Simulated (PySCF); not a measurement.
Electronic structure of Ru (ruthenium, neutral) at the BLYP level

Configuration: [Kr] 4d8, high-spin 3F determinant (an excited configuration). Computed with PySCF 2.14 in ANO-RCC-VTZP, with scalar relativity by spin-free X2C-1e.

```json
{"Total energy": "-4530.32 hartree", "One-electron energy": "-6249.41 hartree", "Hartree (Coulomb) energy": "1854.16 hartree", "Exchange-correlation energy": "-135.07 hartree", "⟨S²⟩": "2.0021", "⟨L²⟩": "12.015", "Sum of ⟨r⟩": "31.51 bohr", "Sum of ⟨r²⟩": "48.20 bohr²", "Langevin diamagnetic susceptibility": "-38.2 ×10⁻⁶ cm³/mol"}
```

```csv
shell,electrons,mean orbital energy (hartree),spread (hartree),"rms radius, mean of both spins (bohr)"
1s β,1,-804.93712,0,0.0384
1s α,1,-804.93700,0,0.0384
2s α,1,-115.69100,0,0.158
2s β,1,-115.68257,0,0.158
2p α,3,-103.66790,0,0.140
2p β,3,-103.66154,0,0.140
3s α,1,-20.26879,0,0.431
3s β,1,-20.26403,0,0.431
3p α,3,-16.31169,0,0.435
3p β,3,-16.30637,0,0.435
3d α,5,-9.92423,0.00753,0.421
3d β,5,-9.91620,0.00192,0.421
4s α,1,-2.70721,0,1.09
4s β,1,-2.66353,0,1.09
4p α,3,-1.61321,0,1.22
4p β,3,-1.56686,0,1.22
4d α,5,-0.12122,0.02270,2.05
4d β,3,-0.09080,0,2.05
```

Densities and radii are taken from the X2C orbitals without a picture-change correction, which distorts them close to the nucleus.
